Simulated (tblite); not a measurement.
Computed with GFN2-xTB (tblite): harmonic, unscaled wavenumbers at the GFN2-xTB geometry, gas phase. Against measured fundamentals such values can be off by several per cent, at times by over 20. Modes of hydrogen on phosphorus and silicon can be 10 to 20 % off. One conformer each. Open shells enter through the occupations alone, without spin polarisation, and single modes of such species can be off by tens of per cent. Thermal functions are those of the rigid rotor and harmonic oscillator, without mixing of conformers.

Question: Order these by their heat capacity Cp at 298.15 K, highest first (J/(mol K)).
A. `CC(=O)[SiH]1P[SiH]P1` [radical]
B. `[CH2]C(=O)[SiH]1P[SiH2]P1` [radical]
C. `CC1=NS[CH][CH+]1` [radical]
D. `C[C@@]1(C#N)C[S+]1` [radical]
E. `CC1=CC=C([S])S1` [radical]

Answer: B (179.3), A (170.5), E (115.9), D (105.6), C (98.4).

```
                   SMILES  atoms  mass (u)  symmetry number  modes under 300 cm⁻¹  ZPE (kJ/mol)  S translation (J/(mol K))  S rotation  S vibration  S spin      S     Cp
[CH2]C(=O)[SiH]1P[SiH2]P1     14    164.95                1                     6         200.9                      172.5       123.6        133.2     5.8  435.1  179.3
     CC(=O)[SiH]1P[SiH]P1     14    164.95                1                     7         214.0                      172.5       125.2        147.5     5.8  451.0  170.5
            Cc1ccc([S])s1     12    128.98                1                     4         215.9                      169.5       118.7         75.4     5.8  369.4  115.9
       C[C@@]1(C#N)C[S+]1     11     99.01                1                     4         206.1                      166.2       113.2         58.2     5.8  343.4  105.6
         CC1=NS[CH][CH+]1     11     99.01                1                     2         204.5                      166.2       111.2         54.0     5.8  337.2   98.4
```

Entropies and Cp are for 298.15 K and 1 bar.
